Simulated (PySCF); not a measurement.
SMILES c1(-c2ccncc2)c(C#N)ccs1 at its GFN2-xTB optimised geometry (Å):

```
19

N     -0.1065    -3.3651    -0.0001
C      0.3824    -2.3266     0.0001
C      1.0786    -1.1058     0.0000
C      2.5008    -1.1058     0.0000
C      3.0189     0.1448     0.0000
S      1.8027     1.3557     0.0001
C      0.5352     0.1673     0.0000
C     -0.8506     0.5884     0.0000
C     -1.9124    -0.3210     0.0000
C     -3.2077     0.1690     0.0000
N     -3.5084     1.4558     0.0000
C     -2.5082     2.3211     0.0000
C     -1.1769     1.9491     0.0000
H      3.0850    -2.0086     0.0000
H      4.0507     0.4352     0.0000
H     -1.7370    -1.3834     0.0000
H     -4.0507    -0.5089     0.0000
H     -2.7921     3.3651     0.0001
H     -0.3996     2.6987     0.0001
```

Computed with PBE/def2-SVP in PySCF. Cells within 0.4 Å of a nucleus heavier than hydrogen are left out (blank, or x).

Map of the electrostatic potential (hartree/e), clipped to [-0.08, 0.12] on the plane z = 0.0 Å:

```
|33334444444444444444444444444|
|33334444444444444444444444444|
|33334444444444444444444444444|
|33333444444444444444444444444|
|33333445554444444444444444444|
|33333456865555554444444444444|
|33333459996566655444444444444|
|33222359999799975555555544444|
|32221259999999987776655555444|
|32210299xx9999999999976555544|
|22100999999xx9999999996655554|
|321009xx9999999999x9998876554|
|322129999999x9999999999996554|
|3333499x9999x99x9999xx9997554|
|3334799x99x9999x9999xx9996554|
|3345999999x999999999999876554|
|3345999999999999xx9xx99655544|
|3444576569999999x99x999655544|
|33444444599989999999999655444|
|33444444456569xx9999999655444|
|33334443333379999966897554444|
|3333333333229xx99545555544444|
|33333333322169x95334444444444|
|33333333321105952233444444444|
|33333333322100012233344444444|
|33333333322111112233344444444|
|33333333322222222333334444444|
|33333333332222222333333444444|
|33333333333322233333333344444|
```
Scale: ten equal steps from -0.080 (start of '0') to 0.120 (end of '9'), in the order '0123456789'; x runs from -6.50 to 6.50, y from -6.50 (bottom) to 6.50 (top).
